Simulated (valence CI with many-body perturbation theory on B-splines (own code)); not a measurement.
Missing levels of Lu⁶⁶⁺

Calculated by relativistic CI+MBPT: three valence electrons over a frozen Dirac-Fock core [He], radial functions for each j: 11 s, 11 p, 10 d, 8 f, 5 g, 2 h, with the one-electron correlation potential Σ1, the two-electron term Σ2, the three-electron term Σ3, Breit, model QED; selected CI, second order for the rest, scaled by the run's own slope (own B-spline code, finite nucleus).

The last digits are not significant, and no measured levels were compared; by estimate large intervals hold to a few tenths of a per cent, small ones and those within an open d or f shell to about a per cent.

| Level | E (× 10³ cm⁻¹) |
| --- | --- |
| (2s^2 2p1/2) J=1/2 | 0.00 |
| (2s 2p1/2^2) J=1/2 | 2037.0 |
| (2s^2 2p3/2) J=3/2 | 9772.1 |
| (2s 2p1/2 2p3/2) J=3/2 [a] | 11203 |
| (2s 2p1/2 2p3/2) J=5/2 | 11524 |
| (2s 2p1/2 2p3/2) J=1/2 | 12077 |
| (2s 2p1/2 2p3/2) J=3/2 [b] | 12094 |
| (2p1/2^2 2p3/2) J=3/2 | 14213 |
| (2s 2p3/2^2) J=5/2 | 21119 |
| (2s 2p3/2^2) J=1/2 | 21956 |
| (2s 2p3/2^2) J=3/2 | ? |
| (2p1/2 2p3/2^2) J=3/2 | ? |
| (2p1/2 2p3/2^2) J=5/2 | ? |
| (2p1/2 2p3/2^2) J=1/2 | 24231 |
| (2p3/2^3) J=3/2 | ? |
| (2s^2 3s) J=1/2 | 77845 |
| (2s^2 3p1/2) J=1/2 | 78523 |
| (2s 2p1/2 3s) J=1/2 [a] | ? |
| (2s 2p1/2 3s) J=3/2 | 79422 |
| (2s 2p1/2 3s) J=1/2 [b] | ? |

Levels are named by their leading jj configuration (3d3/2^4 stands for four electrons in 3d with j = 3/2), which in mixed levels can hold well under half, so a name can repeat and another be missing. Letters in brackets count levels of one name in rising energy.

Question: The levels stand in rising order. What does the calculation give for the missing energies?

Answer: (2s 2p3/2^2) J=3/2 21962; (2p1/2 2p3/2^2) J=3/2 23609; (2p1/2 2p3/2^2) J=5/2 23790; (2p3/2^3) J=3/2 33715; (2s 2p1/2 3s) J=1/2 [a] 79206; (2s 2p1/2 3s) J=1/2 [b] 79658.
